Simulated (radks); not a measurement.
Q: Species: W II. Configuration: [Xe] 4f14 5d4 6s1. Method: Dirac Kohn-Sham, PBE, spin-unpolarised, spherical densities, finite nucleus; open shells fill j = l - 1/2 first; Fermi nuclear charge, rms radius 5.3658 fm; computed with a radial shooting solver on a logarithmic mesh with Libxc functionals. Some entries of the table are withheld. Estimate them.

orbital,occ.,eigenvalue (eV),<r^2> (bohr^2),<r> (bohr)
1s1/2,2,-69378.73,0.0004632,0.01835
2s1/2,2,-11972.71,0.007063,(1)
2p1/2,2,-11451.92,0.005042,0.06365
2p3/2,4,-10099.25,0.006243,0.07161
3s1/2,2,-2762.546,0.04613,0.2006
3p1/2,2,-2530.034,0.04232,0.1906
3p3/2,4,-2237.541,0.04891,0.2053
3d3/2,4,-1845.169,0.03792,0.1797
3d5/2,6,-1781.559,0.03973,0.1842
4s1/2,2,-575.3367,0.2283,(2)
4p1/2,2,-478.8029,0.2355,0.4546
4p3/2,4,-411.0221,0.2708,0.4878
4d3/2,4,-252.2797,0.2955,0.5047
4d5/2,6,-239.7897,0.3088,0.5162
5s1/2,2,-85.8253,1.285,1.069
5p1/2,2,-57.2983,1.576,1.179
5p3/2,4,-47.5241,1.871,1.284
4f5/2,6,-41.2742,0.4573,0.6032
4f7/2,8,-39.0375,0.4731,0.6130
6s1/2,1,-12.0452,10.01,2.977
5d3/2,4,-11.9073,4.500,(3)
5d5/2,0,-11.1431,4.862,(4)
6p1/2,0,-7.3024,15.81,3.732
6p3/2,0,-6.5289,18.53,4.044

A: 
(1) 2s1/2 <r> (bohr): 0.07695
(2) 4s1/2 <r> (bohr): 0.4495
(3) 5d3/2 <r> (bohr): 1.940
(4) 5d5/2 <r> (bohr): 2.015
